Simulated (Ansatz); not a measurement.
GeCl2(NHtBu)2 (C₈H₂₀Cl₂GeN₂). Charge 0, multiplicity 3. Geometry PBE-D4/def2-SVP, that of the neutral singlet.

Cartesian coordinates in Å:
```
Ge 0.5022 0.3590 0.3859
Cl -0.7367 1.2258 1.9862
Cl 2.5333 1.0304 0.8709
N -0.0488 0.9045 -1.2780
C -0.5849 2.2490 -1.6248
C 0.2161 3.3907 -0.9649
C -0.4902 2.3683 -3.1559
C -2.0630 2.3168 -1.1977
H 0.6928 0.6383 -1.9397
H -0.1607 4.3823 -1.2903
H 0.1310 3.3461 0.1400
H 1.2915 3.3222 -1.2277
H 0.5689 2.3424 -3.4925
H -0.9293 3.3252 -3.5015
H -1.0355 1.5369 -3.6481
H -2.1669 2.2000 -0.1015
H -2.6416 1.5079 -1.6878
H -2.5066 3.2927 -1.4822
N 0.4620 -1.4570 0.2830
C 0.5246 -2.4334 1.3927
C -0.8782 -2.6454 1.9986
C 1.0501 -3.7554 0.8015
C 1.4891 -1.9311 2.4770
H -0.2427 -1.7227 -0.4167
H -0.8573 -3.3965 2.8149
H -1.2725 -1.6937 2.4076
H -1.5888 -3.0083 1.2261
H 0.3799 -4.1215 -0.0044
H 1.1056 -4.5447 1.5784
H 2.0594 -3.6104 0.3682
H 1.1165 -0.9983 2.9484
H 2.4940 -1.7284 2.0581
H 1.5867 -2.6918 3.2763
```

At PBE-D4/def2-SVP the gap within one spin of the charge 0 triplet nearly closes, so an electron or hole may be smeared out by delocalisation error. At PBE0-D4/def2-SVP a singlet of charge 0 lies 5.16 eV below the triplet at the same geometry.

Estimate the α-spin orbital energies around the gap (eV) in Ansatz with PBE-D4/def2-SVP, r2SCAN-D4/def2-SVP, PBE0-D4/def2-SVP.


| orbital | PBE-D4/def2-SVP | r2SCAN-D4/def2-SVP | PBE0-D4/def2-SVP |
| --- | --- | --- | --- |
| HOMO−5 | -7.00 | -7.41 | -8.35 |
| HOMO−4 | -6.85 | -7.18 | -8.19 |
| HOMO−3 | -6.56 | -6.90 | -7.91 |
| HOMO−2 | -6.50 | -6.85 | -7.72 |
| HOMO−1 | -6.30 | -6.61 | -7.56 |
| HOMO | -1.04 | -1.07 | -1.73 |
| LUMO | 0.31 | 0.68 | 0.97 |
| LUMO+1 | 0.40 | 0.79 | 1.29 |
| LUMO+2 | 0.76 | 0.99 | 1.61 |
| LUMO+3 | 1.20 | 1.50 | 2.05 |
| LUMO+4 | 1.44 | 1.98 | 2.18 |
| LUMO+5 | 1.62 | 2.05 | 2.48 |
| β HOMO | -5.91 | -6.04 | -6.71 |
| β LUMO | -5.78 | -5.87 | -5.39 |
